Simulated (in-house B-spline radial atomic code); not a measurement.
Lu II (Lu+) is squeezed into an impenetrable sphere of radius R (the orbitals vanish at R). Computed with an all-electron radial atomic-structure program (B-spline basis): Dirac-Kohn-Sham LDA VWN5, spherical fractional occupations, Fermi nucleus of rms radius 5.37 fm.

Energies in eV above the free ion in [Xe] 4f14 6s2:

```
R (bohr)  highest level (eV)  [Xe] 4f14 6s2  [Kr] 4d10 4f14 5s2 5p5 5f1 6s2  [Kr] 4d10 4f14 5s2 5p5 6s2 6f1
     8.1               -11.2        0.05057                           45.47                           53.72
    6.21               -10.5         0.7127                           48.39                           63.41
    4.81               -7.76          4.478                           56.47                           82.84
    4.28                -4.9          9.017                           64.21                           98.25
    3.59                3.25          23.62                           85.84                           135.8
    2.82                29.8             81                           158.9                           243.7
    2.76                33.5          90.12                           169.9                           258.7
    2.06                 128          365.6                           479.6                           648.1
    1.79                 218          690.4                           827.4                            1056
    1.35                 577           2312                            2500                            2923
```

Does [Kr] 4d10 4f14 5s2 5p5 5f1 6s2 fall below [Xe] 4f14 6s2 under compression?

No, it stays above over the whole range.

Does [Kr] 4d10 4f14 5s2 5p5 6s2 6f1 fall below [Xe] 4f14 6s2 under compression?

No, it stays above over the whole range.

The highest level is first positive in the row R = 3.59 bohr, pushed up by confinement above the zero of the free ion's potential. Each configuration is held fixed and needn't be the lowest in the sphere.
